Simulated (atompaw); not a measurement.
Tm (Z = 69): one change to a PAW (atompaw) potential, before and after

```
Element                 : thulium (Tm)
Generator               : atompaw 4.2.0.5
Type                    : PAW
Functional              : PBE
Relativity              : scalar-relativistic
Frozen core             : [Kr] 4d10 5s2
Valence charge          : 21
Reference configuration : 4f12 5p6 5d1 6s2 6p0
Partial waves           : 6s (bound); 6s channel at 2.8 Ry; 5p (bound); 6p (bound, empty); 5d (bound); 5d channel at 4 Ry; 4f (bound); 4f channel at 0.15 Ry
Local potential         : troulliermartins scheme with l = 4 at 0 Ry, radius 2.60 bohr
Core correction         : smooth core density matched at 2.70 bohr
Augmentation charge     : besselshape compensation charge, radius 2.35 bohr; PAW radius 3.00 bohr; waves and projectors: bloechl
```

All-electron outer shells of the reference configuration (PBE, scalar-relativistic, ld1.x):

```
shell  level (eV)  outermost node (bohr)  outermost maximum (bohr)
   4d     -178.99                   0.24                      0.50
   5s      -57.66                   0.59                      1.08
   5p      -30.39                   0.63                      1.24
   4f       -9.57                      –                      0.49
   6s       -4.49                   1.46                      3.17
   5d       -1.97                   0.71                      1.87
   6p       -1.34                   1.78                      4.39
```

Change: reference 4f13 5p6 5d0 6s0.5 6p0.

Cutoffs: the cutoffs (Ry, on a coarse ladder) from which the occupation-weighted sum of valence levels, in a spherical-Bessel basis at the reference potential, stays within 10 and 1 mRy of its value at 400 Ry; they do not see the model core or the augmentation charge, which bear on the density cutoff.

Question: What does the change do?

Answer: The potential gets neither clearly harder nor softer (30 Ry and 40 Ry → 30 Ry and 40 Ry); a bound ghost appears in s, which as a rule spoils a file; the range in which the f phases agree widens (upper end 1.2 → 2.9).

| quantity | base | changed |
| --- | --- | --- |
| cutoff, loose | 30 Ry | 30 Ry |
| cutoff, tight | 40 Ry | 40 Ry |
| bound ghosts | none | s |
| s: phases at 3.01 bohr within 0.05 rad from the reference energy up to (Ry; the scan ends near 5) | 0.2 | -0.2 |
| p: phases at 3.01 bohr within 0.05 rad from the reference energy up to (Ry; the scan ends near 5) | 4.7 | 4.0 |
| d: phases at 3.01 bohr within 0.05 rad from the reference energy up to (Ry; the scan ends near 5) | to the end of the scan | to the end of the scan |
| f: phases at 3.01 bohr within 0.05 rad from the reference energy up to (Ry; the scan ends near 5) | 1.2 | 2.9 |
| lowest overlap eigenvalue by channel | s 0.41, p 0.82, d 0.97, f 0.85 | s 0.42, p 0.83, d 0.96, f 0.98 |

 A true bound ghost makes a file unfit for plane-wave use even where its test errors are small: the radial tests pick states by their node count and pass the ghost by. The cutoffs see the waves, projectors and local potential, not the compensation charge or the core.
